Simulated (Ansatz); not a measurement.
GaH$_{4}$F, singlet: at the start structure of a reaction step.

in.yaml

```yaml
crystal:
  periodic: [false, false, false]
  atoms:
    - {symbol: Ga, position_ang: [-0.588708, -0.558438, -0.052326]}
    - {symbol: F, position_ang: [-0.103415, -0.711926, 1.637256]}
    - {symbol: H, position_ang: [0.159673, -1.521833, -1.018550]}
    - {symbol: H, position_ang: [-1.761995, 0.436167, -0.288933]}
    - {symbol: H, position_ang: [1.206000, 1.097837, 0.223760]}
    - {symbol: H, position_ang: [1.088544, 1.258394, -0.501208]}
basis:
  gaussian: {orbitals: def2-TZVPP}
hamiltonian: {xc: {name: wB97M-V}}
```

Run by:

```bash
ansatz run in.yaml --threads 2 --pin off --events-out ev --progress --plain --max-ram 4352MiB
```

What Ansatz 0.2.0 printed:

```
Functional definition: wB97M-V
  name "wB97M-V"
  cite "Mardirossian & Head-Gordon, J. Chem. Phys. 144, 214110 (2016) doi:10.1063/1.4952647"
  cite "Becke, J. Chem. Phys. 107, 8554 (1997) doi:10.1063/1.475007"
  cite "Vydrov & Van Voorhis, J. Chem. Phys. 133, 244103 (2010) doi:10.1063/1.3521275"
  # Of w^i u^j: cxij and so on, Table III.
  parameter omega = 0.3/bohr
  parameter cx = 0.15
  parameter cx01 = 1.007
  parameter cx10 = 0.259
  parameter css00 = 0.443
  parameter css04 = -1.437
  parameter css10 = -4.535
  parameter css20 = -3.390
  parameter css43 = 4.278
  parameter cos00 = 1.000
  parameter cos10 = 1.358
  parameter cos20 = 2.924
  parameter cos21 = -8.812
  parameter cos60 = -1.390
  parameter cos61 = 9.142
  parameter b = 6.0
  parameter c = 0.01
  gx(w, u) = 1 - cx + cx01*u + cx10*w
  gss(w, u) = css00 + css04*u^4 + css10*w + css20*w^2 + css43*w^4*u^3
  gos(w, u) = cos00 + cos10*w + (cos20 + cos21*u)*w^2 + (cos60 + cos61*u)*w^6
  exchange = spin_sum(e_x_unif_sr(omega)*gx(b97_w, b97_u_x)) + cx*exact_x_sr(omega) + exact_x_lr(omega)
  correlation = spin_sum(e_c_pw_mod_same_spin*gss(b97_w, b97_u_same))
      + integral(e_c_pw_mod_opposite_spin*gos(b97_w_opposite, b97_u_opposite)) + vv10(b, c)
795 factors; their error is unknown
193 factors; integrals over basis functions are off by at most 2.1e-5 eV
mean field evaluation 1: about -55154.6984 eV, gradient 4.2e1 eV
mean field evaluation 2: about -55153.0424 eV, gradient 5.9e1 eV
mean field evaluation 4: about -55157.2800 eV, gradient 1.4e0 eV
mean field evaluation 8: about -55157.3985 eV, gradient 1.5e-1 eV
mean field -55157.39851623 eV, -2026.9970084438 hartree, gradient 2.2e-5 eV, S^2 0.000000; 0 other end points of the search recorded, 0 dependent functions left out
reference -55157.39856171 eV, -2026.9970101154 hartree; 22, 22 occupied and 113, 113 virtual orbitals, 795 factors
Total energy: -55157.39856171 eV, -2026.9970101154 hartree
```

The lines “mean field evaluation” count trial sets of orbitals through the whole run, from several starts and some on an approximate energy, so they need not fall steadily or lie above the final value.

Hardware: 2 CPU threads of an Arm Neoverse V1, shared host. Wall time about 4.7 s.
